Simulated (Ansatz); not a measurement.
Calculated with Ansatz (gas phase, PBE0-D4/def2-TZVP geometries, no zero-point term in ΔE). CBS: MP2 limit from def2 TZ/QZ plus the TZ coupled-cluster correction, frozen cores. This one scheme is used for every species, atoms too. DFT in def2-TZVPP. B3LYP here is the variant with VWN-RPA as its local correlation; programs differ in this. HSE06 is defined as in plane-wave codes. No spin–orbit coupling; open shells (•) take unrestricted orbitals. Spin–orbit coupling would lower the free atoms: a little for C, S, Si. Each species was taken in one conformer, which may not be the lowest.

Reaction (atomization): `SC1N[SiH2]1` → C• + 5 H• + N• + S• + Si•

`SC1N[SiH2]1`:

Z-matrix (Å, degrees):
```
C
N 1 1.485
Si 1 1.838 2 61.4
S 1 1.782 2 119.8 3 -105.7
H 1 1.086 2 113.6 3 115.9
H 2 1.010 1 115.6 3 119.8
H 3 1.478 1 117.1 2 -109.2
H 3 1.477 1 123.8 2 97.7
H 4 1.348 1 97.5 2 -75.7
```

```tsv
level	ΔE (kJ/mol)	difference from CCSD(T)/CBS
LDA (SPW92)	3430.8	477.0
PBE-D4	3025.8	72.0
revPBE-D4	2952.8	-1.0
BLYP-D4	2955.5	1.7
B97M-V	2973.6	19.8
PBE0-D4	2962.0	8.2
B3LYP-D4	2954.3	0.5
r2SCANh-D4	2936.7	-17.1
HSE06-D4	2964.6	10.8
BHLYP-D4	2854.7	-99.1
CAM-B3LYP-D4	2960.3	6.5
ωB97X-V	2982.0	28.2
ωB97M-V	2977.2	23.4
B2PLYP	2911.2	-42.6
PBE-QIDH	2925.3	-28.5
PBE	3005.5	51.7
revPBE	2890.5	-63.3
BLYP	2910.1	-43.7
r2SCAN	2953.9	0.1
PBE0	2945.0	-8.8
B3LYP	2921.1	-32.7
r2SCANh	2931.7	-22.1
HSE06	2948.7	-5.1
BHLYP	2829.0	-124.8
CAM-B3LYP	2943.0	-10.8
LC-ωPBE	2934.3	-19.5
HF/def2-SVP	1970.8	-983.0
MP2/def2-SVP	2734.9	-218.9
CCSD/def2-SVP	2671.9	-281.9
CCSD(T)/def2-SVP	2712.2	-241.6
HF/def2-TZVPP	1992.6	-961.2
SCS-MP2/def2-TZVPP	2895.4	-58.4
CCSD/def2-TZVPP	2796.1	-157.7
CCSD(T)/def2-TZVPP	2852.1	-101.7
HF/def2-QZVPP	1999.7	-954.1
MP2/def2-QZVPP	2954.7	0.9
SCS-MP2/def2-QZVPP	2963.8	10.0
HF/CBS(def2)	2000.7	-953.1
MP2/CBS(def2)	2995.6	41.8
CCSD/CBS(def2)	2897.9	-55.9
CCSD(T)/CBS	2953.8	0
```

Largest T1 diagnostic among the species: 0.013.

From r2SCAN to r2SCAN0 (25 % exact exchange), in def2-TZVPP and without D4, ΔE moves by −53.8 kJ/mol: exact exchange takes away binding that semilocal exchange gives to molecules. The D4 term adds +33.2 kJ/mol with B3LYP and +17.0 kJ/mol with PBE0; it sums over pairs of atoms, weighted by their polarisabilities, and B3LYP, whose exchange is more repulsive, gets the larger term. At CCSD(T), def2-SVP lies −241.6 kJ/mol from the extrapolated value and def2-TZVPP −101.7 kJ/mol: correlation converges slowly with the basis, and small sets miss more of it in the bonded molecule than in its fragments.

For atomizations the MP2-based limit and the directly extrapolated one differ by several kJ/mol either way, and by 10 to 25 for some Ge, Se and Sn compounds, so smaller differences from it don't rank the levels.
